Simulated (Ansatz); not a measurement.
Two shapes of singlet BF₄(-).

Shape 1:

```xyz
5

B     0.0000    0.0000    0.0000
F     0.8103    0.8103    0.8103
F     0.8103   -0.8103   -0.8103
F    -0.8103    0.8103   -0.8103
F    -0.8103   -0.8103    0.8103
```

Shape 2:

```xyz
5

B    -0.0204    0.0083   -0.0449
F     0.8525    0.7906    0.7921
F     0.8563   -0.7921   -0.8034
F    -0.7952    0.8187   -0.7633
F    -0.8248   -0.7985    0.7639
```

Basis set: 6-31G* (spherical functions). Left uncorrelated: 5 orbitals. Charge -1, multiplicity 1.

Computed with Ansatz (development build ahead of 0.2.0); each method stands on the lowest determinant of its kind that the runs found.

(1) Which shape is lower in energy, and by how much in each method?

Answers

(1)

| method | E(2) − E(1) (eV) |
| --- | --- |
| RHF | 0.125 |
| RHF-MP2 | 0.164 |

Shape 1 is lower. Caution: no diffuse functions for an anion.
